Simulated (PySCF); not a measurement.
Ionisation energy of Ag²⁹⁺ by level of theory

Ag²⁹⁺ [Ar] (1S) → Ag³⁰⁺ [Ne] 3s2 3p5 (2P), as a difference of total energies. Calculation: PySCF 2.14, in an uncontracted even-tempered set (18 s from 4.1 bohr⁻², ratio 2.5; 12 p from 5.4 bohr⁻², ratio 2.5; 5 d from 26 bohr⁻², ratio 2.7; 4 f from 38 bohr⁻², ratio 2.7); scalar relativity by spin-free X2C-1e. Correlated levels: outer shells: 1s2 frozen; virtual orbitals above 40 to 60 times the deepest correlated orbital energy dropped. The calculations carry no spin-orbit coupling.

```
                method  ionisation energy (eV)
                   UHF                  1760.7
                   LDA                  1762.0
                   PBE                  1762.1
                  PBE0                  1762.3
                r2SCAN                  1762.8
               r2SCANh                  1762.8
                 B3LYP                  1762.3
    MP2 (outer shells)                  1761.6
SCS-MP2 (outer shells)                  1761.5
```

A first-order spin-orbit estimate (lowest level to lowest level, LS coupling) adds -12.820 eV.

Breit and QED terms and the two-electron picture change are absent.

For comparison: 1747 ± 5 eV (semi-empirical (NIST evaluation); NIST Atomic Spectra Database, ionization energies).
